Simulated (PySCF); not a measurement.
Species: C₅H₁₃NOSi.
SMILES with atom numbers: `[CH3:1][O:2][SiH2:3][N:4]1[CH2:5][CH2:6][CH2:7][CH2:8]1` (hydrogens: H9, H10, H11 on C1; H12, H13 on Si3; H14, H15 on C5; H16, H17 on C6; H18, H19 on C7; H20, H21 on C8)

The closed-shell ground state was solved at several levels (PySCF, density fitting, gas phase, non-relativistic). The structure is a single PBE0-D3(BJ)/def2-SVP conformer in the gas phase; no vibrational or solvent corrections.

| level | basis functions | total energy (Eh) | HOMO (eV) | LUMO (eV) | gap (eV) | dipole (D) |
| --- | --- | --- | --- | --- | --- | --- |
| wB97X-D/pcSseg-1 | 208 | -617.7075 | -8.18 | 3.00 | 11.18 | 0.50 |
| PBE0/def2-SVPD | 271 | -617.0550 | -6.33 | 0.70 | 7.03 | 0.60 |

(1) What might PBE0/pcSseg-1 (208 basis functions) give for the same quantities?

(2) Over all these levels, which gives the widest orbital gap and which the narrowest?

(3) How far do the dipole and the HOMO energy spread over the levels?

Answers

(1) Total energy -617.3100 Eh, HOMO -6.30 eV, LUMO 1.20 eV, gap 7.50 eV, dipole 0.52 D.

(2) wB97X-D/pcSseg-1 (range-separated hybrid) has the widest, 11.18 eV, and PBE0/def2-SVPD (global hybrid, 25 % exact exchange) the narrowest, 7.03 eV. Functional and basis both differ between the two, so the spread mixes both effects.

(3) The dipole runs from 0.50 to 0.60 D (mean 0.54 D) and the HOMO from -8.18 to -6.30 eV.

The pairwise dispersion term of wB97X-D wasn't added to the energies; at a given geometry it leaves orbitals and properties as they are.
